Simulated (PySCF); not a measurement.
# Computed records: BGeH$_{5}$OSi, CH$_{7}$BGeSi, CH$_{5}$BGeSi

All values are calculated (PySCF 2.14.0). Calculation on a computer-drawn molecule: the log of a Hartree-Fock and frozen-core CCSD(T) single point meant for a local Hartree-Fock minimum, with one planted fault or none, to be diagnosed. Offsets are logged minus clean, where the clean run is the same molecule without the fault. The reference is restricted for singlets and unrestricted otherwise, and also for a bond in bohr or an excited solution. Adding or removing an electron swaps singlet and doublet. The excited solution moves the top pair (singlet) or top alpha electron (doublet) to the lowest empty orbital. Highest occupied and lowest empty are orbital energies over both spins, largest force is the largest gradient component, triples share is (T) over the correlation energy, the T1 limit is 0.02 restricted and 0.045 unrestricted, electrons count all cores, a negative frequency is imaginary (commonest isotopes), and the dipole is about the centre of nuclear charge; on germanium a core potential holds 10 electrons, which the energies leave out, and 3d is frozen in MP2 and coupled-cluster steps.

Common to all runs: meant charge 0; meant multiplicity 1; meant basis cc-pV(D+d)Z; meant basis and core potential on germanium cc-pVDZ-PP ECP10MDF; logged SCF converged yes; possible faults no fault, one electron removed, one electron added, multiplicity raised by two, geometry at a saddle point, SCF held on an excited solution, minimal basis STO-3G, one bond length entered in bohr, all coordinates scaled.

(1) 
```xyz
9
formula=BGeH5OSi logged_electrons=64 logged_basis_functions=99 logged_spin_squared=0 logged_highest_occupied=-5.8519 logged_lowest_empty=-2.201 logged_largest_force=0.046775 logged_CC_converged=no logged_dipole_magnitude=3.019 logged_SCF_stable_within_its_kind=no logged_energy_HF=-684.57688 planted_fault=SCF_held_on_an_excited_solution HF_energy_offset_from_clean_run=108
B     -0.8540    -0.0093     0.9199
Si    -1.8400    -1.6123     1.6672
O     -3.4883    -1.4035     1.8322
Ge    -1.5036    -3.6397     0.2901
H     -1.4060     0.9058     0.3704
H      0.3454     0.0144     0.9697
H     -1.2390    -1.9531     2.9922
H     -3.8005    -0.6501     2.3104
H      0.0638    -3.4002     0.2363
```

Units: logged_highest_occupied, logged_lowest_empty in eV; logged_largest_force in hartree/bohr; logged_dipole_magnitude in debye; logged_energy_HF in hartree; HF_energy_offset_from_clean_run in kcal/mol.

Drawn bonds:
```csv
atom,other atom,order
1,2,1
2,3,1
2,4,1
1,5,1
1,6,1
2,7,1
3,8,1
4,9,1
```

Notes: CCSD not converged.

(2) 
```xyz
11
formula=CH7BGeSi logged_electrons=64 logged_basis_functions=109 logged_spin_squared=0 logged_highest_occupied=-8.7809 logged_lowest_empty=0.41018 logged_largest_force=0.029168 logged_T1_diagnostic=0.016482 logged_D1_diagnostic=0.064583 logged_triples_share=0.033378 logged_CC_converged=yes logged_dipole_magnitude=1.32 logged_SCF_stable_within_its_kind=yes logged_energy_HF=-648.83357 logged_energy_CCSD(T)=-649.32633 planted_fault=all_coordinates_scaled,by_-3.7_% HF_energy_offset_from_clean_run=9.468 CCSD(T)_energy_offset_from_clean_run=13.07
B     -1.4804    -1.3386    -1.0361
Si     0.2510    -1.2146    -0.1649
C      0.9489     0.1945     0.3218
Ge     0.2927     1.9384     0.1700
H     -2.1004    -0.3926    -1.2497
H     -1.9066    -2.3643    -1.3495
H      0.9594    -2.4286     0.0654
H      1.8891     0.1294     0.7817
H      1.2229     2.7695    -0.6244
H      0.1655     2.5572     1.5072
H     -1.0288     1.9483    -0.4844
```

Units: logged_highest_occupied, logged_lowest_empty in eV; logged_largest_force in hartree/bohr; logged_dipole_magnitude in debye; logged_energy_HF, logged_energy_CCSD(T) in hartree; HF_energy_offset_from_clean_run, CCSD(T)_energy_offset_from_clean_run in kcal/mol.

Drawn bonds:
```csv
atom,other atom,order
1,2,1
2,3,2
3,4,1
1,5,1
1,6,1
2,7,1
3,8,1
4,9,1
4,10,1
4,11,1
```

(3) 
```xyz
9
formula=BGeH5OSi logged_electrons=64 logged_basis_functions=99 logged_spin_squared=0 logged_highest_occupied=-10.013 logged_lowest_empty=0.6462 logged_largest_force=1.258e-05 logged_lowest_frequency=29.816 logged_T1_diagnostic=0.021307 logged_D1_diagnostic=0.071766 logged_triples_share=0.031253 logged_CC_converged=yes logged_dipole_magnitude=4.1842 logged_SCF_stable_within_its_kind=yes logged_energy_HF=-684.72754 logged_energy_CCSD(T)=-685.24781 planted_fault=no_fault HF_energy_offset_from_clean_run=0 CCSD(T)_energy_offset_from_clean_run=0
B     -1.1673    -2.7986     0.9098
Si    -0.2227    -1.0394     0.5390
O      1.2777    -0.9088     0.4965
Ge    -1.6344     0.8863     0.1587
H     -1.4730    -3.5306     0.0125
H     -1.4518    -3.1172     2.0287
H     -3.1138     0.4887     0.2555
H     -1.3359     1.9524     1.2133
H     -1.3612     1.4503    -1.2360
```

Units: logged_highest_occupied, logged_lowest_empty in eV; logged_largest_force in hartree/bohr; logged_lowest_frequency in cm⁻¹; logged_dipole_magnitude in debye; logged_energy_HF, logged_energy_CCSD(T) in hartree; HF_energy_offset_from_clean_run, CCSD(T)_energy_offset_from_clean_run in kcal/mol.

Drawn bonds:
```csv
atom,other atom,order
1,2,1
2,3,2
2,4,1
1,5,1
1,6,1
4,7,1
4,8,1
4,9,1
```

Notes: T1 above single-reference limit.

(4) 
```xyz
9
formula=CH5BGeSi logged_electrons=62 logged_basis_functions=99 logged_spin_squared=0 logged_highest_occupied=-8.2349 logged_lowest_empty=0.10981 logged_largest_force=0.030595 logged_T1_diagnostic=0.019615 logged_D1_diagnostic=0.057288 logged_triples_share=0.039225 logged_CC_converged=yes logged_dipole_magnitude=0.27488 logged_SCF_stable_within_its_kind=yes logged_energy_HF=-647.62726 logged_energy_CCSD(T)=-648.09909 planted_fault=all_coordinates_scaled,by_-4.0_% HF_energy_offset_from_clean_run=8.604 CCSD(T)_energy_offset_from_clean_run=12.04
B      1.2919    -0.3907     0.9490
Si     1.4712    -0.9887    -0.8577
Ge     0.4980     1.0752    -1.3441
C     -0.8932     1.6614    -0.5480
H      2.1865     0.1160     1.4751
H      0.3167    -0.5280     1.5502
H      1.1065     1.9253    -2.3731
H     -1.3714     2.5395    -0.8381
H     -1.3662     1.1080     0.1945
```

Units: logged_highest_occupied, logged_lowest_empty in eV; logged_largest_force in hartree/bohr; logged_dipole_magnitude in debye; logged_energy_HF, logged_energy_CCSD(T) in hartree; HF_energy_offset_from_clean_run, CCSD(T)_energy_offset_from_clean_run in kcal/mol.

Drawn bonds:
```csv
atom,other atom,order
1,2,1
2,3,1
3,4,2
1,5,1
1,6,1
3,7,1
4,8,1
4,9,1
```

(5) 
```xyz
9
formula=BGeH5OSi logged_electrons=65 logged_basis_functions=99 logged_spin_squared=1.1272 logged_highest_occupied=-0.51809 logged_lowest_empty=6.9548 logged_largest_force=0.036331 logged_T1_diagnostic=0.058538 logged_D1_diagnostic=0.27253 logged_triples_share=0.029398 logged_CC_converged=yes logged_dipole_magnitude=10.122 logged_SCF_stable_within_its_kind=yes logged_energy_HF=-684.72045 logged_energy_CCSD(T)=-685.24972
B      0.6554    -1.7908     0.4023
Si     0.5196    -2.7898    -1.4135
O     -0.7586    -2.0582    -2.1583
Ge    -2.0029    -0.7917    -1.9881
H      1.3881    -0.8450     0.5567
H      0.1188    -2.2026     1.4011
H     -1.7959     0.2086    -3.1201
H     -1.8022    -0.1306    -0.6202
H     -3.3644    -1.4724    -2.0776
```

Units: logged_highest_occupied, logged_lowest_empty in eV; logged_largest_force in hartree/bohr; logged_dipole_magnitude in debye; logged_energy_HF, logged_energy_CCSD(T) in hartree.

Drawn bonds:
```csv
atom,other atom,order
1,2,1
2,3,1
3,4,1
1,5,1
1,6,1
4,7,1
4,8,1
4,9,1
```

Notes: T1 above single-reference limit.

To be estimated
1. BGeH$_{5}$OSi (entry 5): planted fault?

## Answers
1. one electron added

Further results for BGeH$_{5}$OSi (entry 5):

- HF energy offset from clean run: 11.43 kcal/mol
- CCSD(T) energy offset from clean run: 0.2336 kcal/mol
